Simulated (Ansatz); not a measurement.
CH4AlNS (`C1[NH][AlH][S]1`). The species carries charge 0 and has multiplicity 1. The structure was optimised at the PBE0-D4/def2-TZVP level.

```xyz
8

C     0.171   -0.982   -0.076
N    -0.742    0.052    0.379
Al    0.205    1.455   -0.122
S     1.599   -0.061   -0.817
H    -0.252   -1.625   -0.854
H     0.560   -1.606    0.735
H    -1.593   -0.253    0.817
H     0.052    3.019   -0.062
```

(1) What is the dipole moment at B3LYP/def2-TZVPP? (Best estimate.)

(2) And with PBE, r2SCAN, ωB97M-V? (An estimate is asked.)

(3) Give the Mulliken charges with B3LYP, r2SCAN, ωB97M-V in def2-TZVPP. (Best estimate.)

Answers

(1) Ansatz gave: 2.10 D, with components (-1.87, 0.07, 0.95) D in this frame, pointing from negative to positive charge.

(2) The calculation gave: PBE 2.10 D, r2SCAN 2.19 D, ωB97M-V 2.12 D.

(3) The calculation gave: 
| atom | B3LYP | r2SCAN | ωB97M-V |
| --- | --- | --- | --- |
| C1 | 0.02 | 0.16 | -0.06 |
| N2 | -0.34 | -0.41 | -0.32 |
| Al3 | 0.37 | 0.42 | 0.35 |
| S4 | -0.29 | -0.32 | -0.24 |
| H5 | 0.11 | 0.07 | 0.13 |
| H6 | 0.11 | 0.07 | 0.13 |
| H7 | 0.11 | 0.12 | 0.08 |
| H8 | -0.10 | -0.12 | -0.07 |

B3LYP here is the variant with VWN-RPA as its local correlation; programs differ in this.
